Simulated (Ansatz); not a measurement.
Abridged output of a molecular run in Ansatz:

```
Functional definition: HF
729 factors; integrals over basis functions are off by at most 1.0e-3 eV
mean field evaluation 1: about -4706.9763 eV, gradient 3.1e1 eV
mean field evaluation 2: about -4706.9786 eV, gradient 3.1e1 eV
mean field evaluation 4: about -4709.2081 eV, gradient 3.1e0 eV
mean field evaluation 8: about -4709.2483 eV, gradient 1.6e-1 eV
mean field evaluation 16: about -4709.2403 eV, gradient 7.9e-1 eV
mean field -4709.24867804 eV, -173.0616968746 hartree, gradient 2.1e-6 eV, S^2 0.000000; 0 other end points of the search recorded, 0 dependent functions left out
4 core orbitals not correlated: weight in the atoms' cores, before any rotation towards them, 1.000 or more for the frozen orbitals, at most 0.000 for the correlated occupied ones
reference -4709.24867804 eV, -173.0616968746 hartree; 10, 10 occupied and 57, 57 virtual orbitals, 729 factors
second order -14.30061450 eV of doubles, -0.00000000 eV of singles
cycle   1  -14.32524468 eV  change   -2.5e-2 eV  update   1.1e-1
cycle   2  -14.79242106 eV  change   -4.7e-1 eV  update   3.6e-2
cycle   3  -14.92477428 eV  change   -1.3e-1 eV  update   2.0e-2
cycle   4  -14.91836331 eV  change    6.4e-3 eV  update   5.7e-3
cycle   5  -14.91676103 eV  change    1.6e-3 eV  update   3.0e-3
cycle   6  -14.91729334 eV  change   -5.3e-4 eV  update   9.9e-4
cycle   7  -14.91713116 eV  change    1.6e-4 eV  update   4.9e-4
cycle   8  -14.91704057 eV  change    9.1e-5 eV  update   1.5e-4
cycle   9  -14.91711744 eV  change   -7.7e-5 eV  update   7.1e-5
cycle  10  -14.91711216 eV  change    5.3e-6 eV  update   2.4e-5
perturbative correction -0.60957514 eV, -0.0224014733 hartree
Total energy: -4724.77536534 eV, -173.6322921085 hartree
```

Its atoms:

Cartesian coordinates in Å:
```
B 1.491 0.450 -0.205
N 0.175 0.017 -0.126
C -0.960 -0.337 0.001
N -2.110 -0.746 -0.013
H 1.987 0.975 0.748
H 2.094 0.287 -1.224
H -2.677 -0.646 0.818
```

Q: Which basis set was used?
A. def2-QZVPP
B. def2-SVP
C. cc-pV(Q+d)Z
D. def2-SVPD

A: B. It gives 71 functions.

Q: Write the keys of the input that set method, charge and spin (a neutral closed shell needs none for the last two).

A: 
```yaml
correlation: {method: ccsd_t}
```
